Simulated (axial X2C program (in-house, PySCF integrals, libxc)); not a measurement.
# Low determinants of Ho⁺

Computed with an axial X2C code built on PySCF integrals, basis dyall-cv3z (cores contracted in-house), spin-free (one-electron X2C) and two-component (2c, atomic mean-field Coulomb and Gaunt terms). Energies in eV from the lowest row of each column (rows without correlated energies are left out; n/a marks j-coupled starts, which PBE0 does not hold); electrons by l are Mulliken totals of the Hartree–Fock solution, and PBE0 can relax to another configuration under the same block occupation. Coupled cluster uses truncated natural virtuals with an MP2 remainder. Frozen shells in the correlated columns: 4 s, 3 p, 2 d.

Spin-free determinants:

```csv
electrons by l,"M_S, M_L",HF,MP2,CCSD(T),PBE0
s11 p24 d20 f11,"2, 5",0.00,0.00,0.00,0.03
s11 p24 d20 f11,"2, 6",0.06,0.05,0.07,0.34
s11 p24 d20 f11,"1, 5",0.07,0.08,0.08,0.13
s11 p24 d20 f11,"1, 6",0.13,0.13,0.15,0.44
s11 p24 d20 f11,"2, 3",0.52,0.41,0.30,0.00
s11 p24 d20 f11,"1, 3",0.58,0.49,0.39,0.10
s11 p24 d20 f11,"2, 0",1.29,1.02,0.66,0.33
s11 p24 d20 f11,"1, 0",1.35,1.10,0.75,0.43
```

Two-component determinants:

```csv
electrons by l,2M_J,HF,MP2,CCSD(T),PBE0
s11 p24 d20 f11,16,1.77,0.00,0.00,0.20
s11 p24 d20 f11,14,1.80,0.04,0.01,0.00
s11 p24 d20 f11,14,1.84,0.08,0.08,0.31
s11 p24 d20 f11,12,1.86,0.12,0.09,0.10
s12 p24 d20 f10,16,0.03,1.38,0.37,n/a
s11 p24 d20 f11,10,2.46,0.58,0.42,0.17
s11.8 p24 d20.2 f10,16,0.00,1.49,0.42,n/a
s11 p24 d20 f11,8,2.52,0.66,0.50,0.27
```

Spin-free rows of one term, and 2c rows of one J level, should be degenerate; broken spherical symmetry, the missing current term of PBE0 and determinants that mix terms or J levels spread them. The search is wide but not exhaustive and can miss a configuration; gaps between s and d configurations can be off by some tenths of an eV with this basis and core.

The run took 11 min on 1 thread of Arm Neoverse V1, with other jobs on the host.
